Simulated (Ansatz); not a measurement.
Reaction (cleavage of the Si–In bond): `N[SiH2][InH2]` + `N[SiH](N)Cl` → `N[SiH2]N[SiH](N)Cl` + `[InH3]`

Program: Ansatz. Geometries: PBE0-D4/def2-TZVP. ΔE: electronic, gas phase. CBS: MP2 limit from def2 TZ/QZ plus the TZ coupled-cluster correction, frozen cores. Functionals use def2-TZVPP. B3LYP here is the variant with VWN-RPA as its local correlation; programs differ in this. Elements past krypton have def2 core potentials. For In outer-core shells are correlated without core-valence functions, which leaves a few kJ/mol of doubt a bond. Each species was taken in one conformer, which may not be the lowest.

`N[SiH2][InH2]`:

```xyz
9

N    -0.588   -1.446    0.703
Si   -0.479   -0.334   -0.617
In    0.910    1.702    0.118
H     0.224   -1.615    1.273
H    -1.142   -2.284    0.613
H    -1.869    0.056   -0.989
H     0.115   -0.898   -1.875
H     1.989    1.594    1.473
H     0.840    3.226   -0.699
```

`N[SiH](N)Cl`:

```xyz
9

N     0.271   -0.868   -1.130
Si   -0.450    0.247   -0.070
N     0.423    0.222    1.385
Cl   -0.434    2.025   -1.135
H     0.188   -0.767   -2.126
H     0.435   -1.820   -0.846
H    -1.870    0.056    0.309
H     0.012    0.583    2.230
H     1.426    0.323    1.382
```

`N[SiH2]N[SiH](N)Cl`:

```xyz
14

N     0.882    0.918    1.514
Si   -0.789    0.756    1.113
N    -0.970    0.470   -0.577
Si   -0.254   -0.772   -1.512
N     0.892   -1.518   -0.517
Cl    0.474    0.128   -3.239
H     1.397    1.716    1.173
H     1.164    0.694    2.457
H    -1.616    1.969    1.374
H    -1.266   -0.362    1.964
H    -1.490    1.171   -1.084
H    -1.178   -1.802   -2.032
H     1.299   -2.410   -0.741
H     1.455   -0.957    0.106
```

`[InH3]`:

Z-matrix (Å, degrees):
```
In
H 1 1.724
H 1 1.724 2 120.0
H 1 1.724 2 120.0 3 -180.0
```

Task: Is it downhill or uphill in electronic energy at CCSD(T)/CBS, and by how much? (An estimate is asked.)

Result: Ansatz gave: Downhill: ΔE = -53.4 kJ/mol.

Task: What do these levels give: B3LYP-D4, ωB97X-V, B2PLYP, PBE, r2SCAN, PBE0, B3LYP, HF/def2-TZVPP, CCSD/def2-TZVPP, CCSD(T)/def2-TZVPP, HF/def2-QZVPP, CCSD/CBS(def2)? (An estimate is asked.)

Result: The calculation gave: B3LYP-D4 -57.6, ωB97X-V -57.4, B2PLYP -53.2, PBE -35.4, r2SCAN -51.8, PBE0 -41.5, B3LYP -46.0, HF/def2-TZVPP -62.0, CCSD/def2-TZVPP -57.6, CCSD(T)/def2-TZVPP -58.4, HF/def2-QZVPP -62.4, CCSD/CBS(def2) -52.6 kJ/mol.

Largest T1 diagnostic among the species: 0.014.

The D4 term adds −11.7 kJ/mol with B3LYP and −6.7 kJ/mol with PBE0; it sums over pairs of atoms, weighted by their polarisabilities, and B3LYP, whose exchange is more repulsive, gets the larger term. From PBE to PBE0 (25 % exact exchange), in def2-TZVPP and without D4, ΔE moves by −6.1 kJ/mol.
